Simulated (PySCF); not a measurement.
## Removal energies of Ca²⁺ from EOM-IP-GCCSD

Reference: closed-shell Ca²⁺, [Ar]; one electron is removed. Calculated with PySCF 2.14, two-component X2C-1e with screened spin-orbit coupling, x2c-TZVPPall-2c with one added diffuse shell each of s, p, d type (7s8p4d, 51 functions); frozen 1s2; all 84 virtual spinors kept. No Breit or QED terms. Binding energies in eV.

| level | Koopmans | second order | EOM-CCSD |
| --- | --- | --- | --- |
| 2p1/2 | 388.58 | 375.95 | 378.54 |
| 2p3/2 | 384.75 | 372.23 | 374.79 |
| 3s1/2 | 76.090 | 70.011 | 69.638 |
| 3p1/2 | 51.360 | 50.632 | 50.832 |
| 3p3/2 | 50.931 | 50.226 | 50.425 |

One-hole weights below 0.9, a sign of mixing with satellites: 3s1/2 (0.78).

In EOM-CCSD the overlap with the one-orbital guess is low for 2p3/2 (weight 0.84). That can mean mixing with two-hole, one-particle states, where second order and EOM-CCSD lose accuracy, or only a rotation among the degenerate components of the shell; the terms of those configurations are not listed.

For comparison, the ionisation energy of Ca²⁺ is 50.913 eV (measured; NIST Atomic Spectra Database, ionization energies).

The screened spin-orbit operator tends to give fine-structure splittings of light species too large.

Gaps of this size point to the basis (7s8p4d), which has few functions of high l to correlate and polarise the inner shells.

Where second order misses EOM-CCSD by more than 1 eV, it overshoots the relaxation and correlation of that hole or particle, which higher orders damp.
